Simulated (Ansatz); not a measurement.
## Four-centre ligand exchange

Start structure (ZnNH4Cl, singlet), relaxed at PBE0-D4/def2-TZVP:

```csv
atom,x (Å),y (Å),z (Å)
Zn1,-0.4746,-0.2708,-0.8330
N2,1.0281,-0.8839,-0.0173
Cl3,-2.2859,0.3388,-1.6947
H4,-0.4963,1.0852,1.5740
H5,-0.9966,1.5372,1.2483
H6,1.7110,-0.1757,0.2175
H7,1.5146,-1.6308,-0.4949
```

The step: ZnNH₂Cl ([NH2][Zn][Cl]) + H₂ → ZnHCl ([Cl][ZnH]) + NH₃ (still joined by a long Zn–N bond); bonds formed: Zn1–H5, N2–H4; bonds broken: H4–H5; bonds weakened to dative contacts: Zn1–N2. Ansatz 0.2.0; basis: def2-TZVPP and def2-QZVPP; cores frozen in the correlated methods. The 3s and 3p shells of Cu and Zn are frozen; filled d shells are correlated. Extrapolation: Hartree–Fock as exp(−7.88 √X), correlation as X^−2.97. Energies below are by CCSD(T) at an estimated basis limit (MP2 extrapolated from triple and quadruple zeta, plus CCSD(T) − MP2 in triple zeta).

(1) What are the electronic barrier and the energy of the step, from the start structure to the end structure? (To be estimated.)

The T1 diagnostic stays at or below 0.014. The end structure is not quite a true minimum (one mode of 46i cm⁻¹).

## Answers

(1) Computed: Barrier 1.148 eV; step energy -0.782 eV (downhill); reverse barrier, their difference, 1.931 eV. Barrier and step energy count from the start structure, the reverse barrier from the end structure.

The saddle point: One imaginary mode of 1383i cm⁻¹.
| pair | start (Å) | saddle (Å) | end (Å) |
| --- | --- | --- | --- |
| Zn1–H5 | 2.81 | 1.91 | 1.55 |
| N2–H4 | 2.96 | 1.40 | 1.01 |
| Zn1–N2 | 1.82 | 1.96 | 2.18 |
| H4–H5 | 0.75 | 1.00 | 3.34 |

Zero-point energy (harmonic, PBE0-D4): ZPE is 1.036 eV at the start and 1.056 eV at the saddle, so the barrier goes from 1.148 to 1.169 eV.

Labels in which every atom is bracketed show which atoms are joined, not bond orders.

For scale, one of the runs: CCSD(T)/def2-TZVPP, 193 basis functions, launched by `ansatz run in.yaml --threads 4 --pin off --events-out ev --progress --plain --max-ram 9574MiB`. Hardware: 4 CPU threads of an Intel Xeon Platinum 8488C, shared host. Wall time 23 s; peak host memory 2.1 GiB.
